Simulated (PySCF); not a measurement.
NMR data simulated for an unnamed compound:

$^{1}$H NMR (400 MHz, computed): δ 9.22 (s, 1H), 9.06 (d, 1H), 8.09 (d, 1H), 7.47 (m, 1H).

$^{13}$C{$^{1}$H} NMR (computed): δ 162.5 (CH), 160.2 (CH), 146.9 (CH), 128.4 (CH), 123.6 (C), 116.4 (C).

All values are calculated (PySCF): coordinates at the PBE0-D3(BJ)/def2-TZVP level, shieldings: GIAO B97-2/pcSseg-2. Relativity neglected, single conformer, no solvent model.

Referencing at the same level of theory: TMS for $^{1}$H (σ = 31.64 ppm), $^{13}$C (σ = 185.38 ppm).

**Question.** Which of these does the molecule contain: an amide, a non-aromatic C=C double bond, a nitrile, a heteroaromatic ring, an ester?

**Answer.** 
- An amide: no.
- A non-aromatic C=C double bond: no.
- A nitrile: yes (δC 123.6).
- A heteroaromatic ring: yes.
- An ester: no.

The data belong to SMILES N#Cc1cccnc1, C6H4N2; they needn't prove each group on their own.

Carbon signals by region: 2 in the far downfield region (above 160 ppm), 4 in the sp2 and nitrile region (100–160 ppm). Above 160 ppm: 162.5, aromatic CH next to a ring nitrogen, 160.2, aromatic CH next to a ring nitrogen.

Shifts are as computed. Against solution values, carbons near 30 ppm lie about +3 ppm off and those near 130 ppm about +7 ppm. Of 1211 compounds with measured shifts, 218 miss one by over three times the rms of a fit or turn the order of signals round; such compounds aren't used in these exercises. Multiplicities follow the n + 1 count of equivalent neighbours, as no J values were calculated; m marks all less simple cases, F and P coupling included.
